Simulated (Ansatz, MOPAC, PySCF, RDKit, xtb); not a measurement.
Complex: CH4 (SMILES C) (first 5 atoms) with N2 (SMILES N#N); geometry from B3LYP-D3(BJ)/def2-TZVP, rigid monomers moved along the line of their centres of mass till C1···N6 is 3.26 Å.
(charge 0, multiplicity 1):
```xyz
7

C      0.02468    -0.04913    -0.08081
H      0.96422     0.39518     0.24492
H     -0.07878    -1.04061     0.35790
H     -0.80434     0.57915     0.24196
H      0.01840    -0.12948    -1.16685
N      0.07886    -0.42372     3.15795
N     -0.18550     0.63394     3.12239
```

| level | interaction energy (meV) | minus CCSD(T)/CBS(aug-cc-pVDZ, aug-cc-pVTZ) | cost |
|---|---|---|---|
| MMFF94 | 24.5 | 31.3 | - |
| UFF | -6.3 | 0.5 | - |
| GFN-FF | -15.8 | -9.1 | - |
| AM1 | 29.1 | 35.9 | - |
| PM3 | 89.5 | 96.3 | - |
| PM6 | -9.1 | -2.4 | - |
| GFN1-xTB | -24.1 | -17.3 | - |
| GFN2-xTB | -15.3 | -8.6 | - |
| HF/STO-3G (no counterpoise) | 25.6 | 32.4 | - |
| HF/3-21G (no counterpoise) | 3.4 | 10.2 | - |
| HF/6-31G* | 60.5 | 67.3 | - |
| HF/6-31G* (no counterpoise) | 43.0 | 49.8 | - |
| HF/aug-cc-pVDZ | 62.9 | 69.7 | - |
| HF/aug-cc-pVTZ | 62.9 | 69.6 | - |
| PBE-D3(BJ)/def2-TZVPPD | -8.3 | -1.5 | ×1 |
| PBE-D4/def2-TZVPPD | -0.8 | 6.0 | ×1 |
| BP86/6-31G* (no counterpoise) | 42.2 | 49.0 | - |
| B3LYP/3-21G (no counterpoise) | -22.6 | -15.9 | - |
| B3LYP/6-31G* | 47.1 | 53.8 | - |
| B3LYP/6-31G* (no counterpoise) | 21.0 | 27.8 | - |
| B3LYP/6-311+G** (no counterpoise) | 45.1 | 51.9 | - |
| B3LYP/def2-TZVPPD | 48.5 | 55.2 | ×1 |
| B3LYP-D3(BJ)/def2-TZVPPD | -2.6 | 4.2 | ×1 |
| B3LYP-D4/def2-TZVPPD | 10.8 | 17.6 | ×1 |
| PBE0/def2-TZVPPD | 24.9 | 31.7 | ×1 |
| PBE0-D3(BJ)/def2-TZVPPD | -4.7 | 2.0 | ×1 |
| PBE0-D4/def2-TZVPPD | 2.4 | 9.2 | ×1 |
| M06-2X/6-31G* (no counterpoise) | -33.0 | -26.3 | - |
| wB97X-V/def2-TZVPPD | -2.6 | 4.1 | ×3 |
| MP2/6-31G* | 27.1 | 33.9 | - |
| MP2/6-31G* (no counterpoise) | -6.0 | 0.7 | - |
| MP2/aug-cc-pVDZ | 1.4 | 8.2 | - |
| MP2/CBS(aug-cc-pVDZ, aug-cc-pVTZ) | -12.1 | -5.3 | - |
| SCS-MP2/aug-cc-pVDZ | 14.5 | 21.3 | - |
| SCS-MP2/aug-cc-pVTZ | 6.4 | 13.1 | - |
| CCSD/aug-cc-pVDZ | 14.2 | 21.0 | - |
| CCSD/aug-cc-pVTZ | 6.6 | 13.4 | - |
| CCSD(T)/aug-cc-pVDZ | 6.7 | 13.5 | ×5 |
| CCSD(T)/aug-cc-pVTZ | -2.8 | 4.0 | ×60* |
| CCSD(T)/CBS(aug-cc-pVDZ, aug-cc-pVTZ) | -6.8 | 0.0 | ×60* |

 The comparison column counts from a level with limits of its own.

The rows run from -33.0 (M06-2X/6-31G* (no counterpoise)) to 89.5 meV (PM3). In aug-cc-pVTZ the value moves HF 62.9, CCSD 6.6, CCSD(T) -2.8, a shift of -65.7 from HF to CCSD(T). From aug-cc-pVDZ to aug-cc-pVTZ CCSD(T) changes by -9.5. The dispersion term adds -51.0 in B3LYP-D3(BJ), -37.7 in B3LYP-D4, -29.7 in PBE0-D3(BJ). The 3 functionals in def2-TZVPPD without D3 or D4 span 51.1, from wB97X-V to B3LYP.

Monomers are frozen at their geometry in the pair; levels with a basis set take the counterpoise correction. Rows marked so take none. RDKit's UFF carries no charges.

Cores are frozen in the correlated methods. CBS: X⁻³ extrapolation of the correlation energy, Hartree–Fock from the larger set. Rows in 3-21G, 6-311+G**, 6-31G*, STO-3G carry no dispersion term and start afresh at each structure (6-31G* with six Cartesian d functions). MP2/6-31G* freezes PySCF's default core. The state reached by AM1, PM3, PM6 isn't checked.

The values were computed with Ansatz (an electronic-structure program) with Gaussian orbitals; MOPAC for AM1, PM3, PM6 (differences of heats of formation); PySCF for 3-21G rows, 6-311+G** rows, 6-31G* rows, STO-3G rows, the dispersion terms; RDKit for the force fields; xtb for the GFN methods. Each number belongs to the level named beside it.

Costs are rough ratios of core time to PBE/def2-TZVPPD (about 4 s over the structures, on one shared machine); a dash marks a level with no comparable run of its own. A star marks coupled-cluster runs past 200 virtual orbitals, where the program's memory plan changes under this machine's limit, so their costs aren't comparable with smaller runs.
